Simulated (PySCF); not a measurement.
From one molecule to another.

First species: C5H11ClN2Si2.
SMILES: `CN1C[Si@@H](Cl)C[Si@@H]1CC#N`

Second species: C5H12SSi3.
Atom-mapped SMILES: `[CH:1]#[C:2][SiH2:3][C@@H:4]1[CH2:5][CH2:6][S:7][SiH2:8][SiH2:9]1` (hydrogens: H10 on C1; H11, H12 on Si3; H13 on C4; H14, H15 on C5; H16, H17 on C6; H18, H19 on Si8; H20, H21 on Si9)

Levels: PBE0/pcSseg-1 for HOMO energy, LUMO energy and HOMO–LUMO gap. Geometries: GFN2-xTB. Each species is one conformer at its optimised geometry, gas phase, non-relativistic unless stated. Electronic properties by PySCF.

Values for the first species:

- HOMO energy: -6.77 eV
- LUMO energy: 0.30 eV
- HOMO–LUMO gap: 7.07 eV

Estimate the same properties for the second species, and the change in each.

| property | first | second | second less first |
| --- | --- | --- | --- |
| HOMO energy | -6.77 eV | -6.64 eV | +0.13 eV |
| LUMO energy | 0.30 eV | -0.57 eV | -0.87 eV |
| HOMO–LUMO gap | 7.07 eV | 6.07 eV | -1.00 eV |

